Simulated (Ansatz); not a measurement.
Two isomers of CH7GeNSi: A = `N=[C]([SiH3])[GeH3]`, B = `C=N[SiH2][GeH3]`.

Calculated with Ansatz (gas phase, PBE0-D4/def2-TZVP geometries, no zero-point term in ΔE). CBS: MP2 limit from def2 TZ/QZ plus the TZ coupled-cluster correction, frozen cores. DFT in def2-TZVPP. B3LYP here is the variant with VWN-RPA as its local correlation; programs differ in this. For Ge outer-core shells are correlated without core-valence functions, which leaves a few kJ/mol of doubt a bond. Scalar relativity is left out up to krypton. One conformer a species, not always the lowest.

Problem. Which isomer does CCSD(T)/CBS put lower? Give the gap. (Estimate.)

Solution. Computed: B, by 18.5 kcal/mol.

Problem. Give E(B) − E(A) in kcal/mol with B2PLYP, ωB97M-V, r2SCAN-D4, PBE0-D4, B3LYP, MP2/def2-TZVPP, CCSD/def2-TZVPP. (An estimate is asked.)

Solution. The calculation gave: B2PLYP -19.4, ωB97M-V -18.9, r2SCAN-D4 -19.6, PBE0-D4 -19.9, B3LYP -20.0, MP2/def2-TZVPP -18.4, CCSD/def2-TZVPP -18.8. None reverses the order clearly.

Largest T1 diagnostic: 0.013.

In def2-TZVPP, CCSD(T) changes the Hartree–Fock value by +3.6 kcal/mol (the triples alone add +0.7 kcal/mol) and MP2 by +3.2 kcal/mol. From PBE to PBE0 (25 % exact exchange), in def2-TZVPP and without D4, E(B) − E(A) moves by −1.1 kcal/mol.
